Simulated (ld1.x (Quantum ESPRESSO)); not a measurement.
What one change does to a pseudopotential (oxygen (O), TM semilocal)

- Element: oxygen (O)
- Generator: ld1.x (Quantum ESPRESSO) 7.5
- Type: norm-conserving Troullier–Martins (semilocal form)
- Functional: PBE
- Relativity: scalar-relativistic
- Frozen core: [He]
- Valence charge: 6
- Reference configuration: 2s2 2p4
- Partial waves: 2p (bound): rc 1.80 bohr; 2s (bound): rc 0.75 bohr
- Local potential: the s channel
- Core correction: Bessel-smoothed model core inside 0.55 bohr

All-electron outer shells of the reference configuration (PBE, scalar-relativistic, ld1.x):

```csv
shell,level (eV),outermost node (bohr),outermost maximum (bohr)
1s,-514.70,–,0.13
2s,-23.96,0.28,0.87
2p,-9.03,–,0.82
```

Change: core correction Bessel-smoothed model core inside 0.92 bohr.

Cutoffs: the cutoffs (Ry, on a coarse ladder) from which the occupation-weighted sum of valence levels, in a spherical-Bessel basis at the reference potential, stays within 10 and 1 mRy of its value at 400 Ry; they do not see the model core or the augmentation charge, which bear on the density cutoff. Errors are all-electron minus pseudo energies relative to the spin-unpolarised reference configuration.

Problem. How do hardness, ghosts and transferability respond?

Solution. The potential gets neither clearly harder nor softer (80 Ry and 200 Ry → 80 Ry and 200 Ry); of the 7 tests that both files solve, the error grows in 2 and shrinks in 0 by more than 15 % and 0.3 meV (median size 10.2 → 9.8 meV); neither file shows a bound ghost. A semilocal file is local in each channel, so a ghost entry of none says nothing of the separable form that plane-wave codes build from it. A wider model core is smoother and lowers the density cutoff, which this test does not measure.

| quantity | base | changed |
| --- | --- | --- |
| cutoff, loose | 80 Ry | 80 Ry |
| cutoff, tight | 200 Ry | 200 Ry |
| bound ghosts | none | none |
| error for 2s2 2p3, meV [ΔE 16.43 eV] | +10 | +9.8 |
| error for 2s2 2p2, meV [ΔE 50.02 eV] | +281 | +278 |
| error for 2s2 2p1, meV [ΔE 103.89 eV] | +1450 | +1433 |
| error for 2s1 2p5, meV [ΔE 14.95 eV] | -1.9 | +2.3 |
| error for 2s2 2p0, meV [ΔE 180.79 eV] | +4487 | +4436 |
| error for 2s2 2p4.3, meV [ΔE -2.12 eV] | -1.6 | -1.6 |
| error for 2s0 2p6, meV [ΔE 29.94 eV] | -5.2 | +8.8 |
| s: phases at 1.94 bohr within 0.05 rad from the reference energy up to (Ry; the scan ends near 5) | to the end of the scan | to the end of the scan |
| p: phases at 1.94 bohr within 0.05 rad from the reference energy up to (Ry; the scan ends near 5) | 1.4 | 1.4 |
